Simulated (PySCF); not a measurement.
## Electronic structure of C⁺ (carbon, charge +1) at the revPBE level

Configuration: [He] 2s1 2p1 3d1, one real determinant (an excited configuration). Calculation: PySCF 2.14, in aug-cc-pVDZ (4s3p2d, 23 functions); the non-relativistic Hamiltonian (point nucleus).

- Total energy: -36.5150 hartree
- One-electron energy: -45.3863 hartree
- Hartree (Coulomb) energy: 13.5961 hartree
- Exchange-correlation energy: -4.7248 hartree
- Kinetic energy: 36.40445 hartree
- ⟨S²⟩: 3.7500
- ⟨L²⟩: 8.001
- Sum of ⟨r⟩: 6.403 bohr
- Sum of ⟨r²⟩: 15.38 bohr²
- Traceless quadrupole moment −½Σ⟨3z² − r²⟩ along its main axis: 2.17 e·bohr²
- Density at the nucleus (Gaussians lack the cusp): 120 bohr⁻³
- Spin density at the nucleus: 3.14 bohr⁻³
- Langevin diamagnetic susceptibility: -12.2 ×10⁻⁶ cm³/mol

```
shell  electrons  mean orbital energy (eV)  rms radius, mean of both spins (bohr)
 1s α          1                   -299.69                                  0.313
 1s β          1                   -298.45                                  0.313
 2s α          1                   -32.673                                   1.51
 2p α          1                   -24.621                                   1.48
 3d α          1                    -3.123                                   3.27
```

⟨L²⟩ = 8.00 against 12 for a pure F term, so this real determinant mixes terms. The outer electron is Rydberg-like, and this basis confines it to a smaller radius and binds it less than a complete one would.
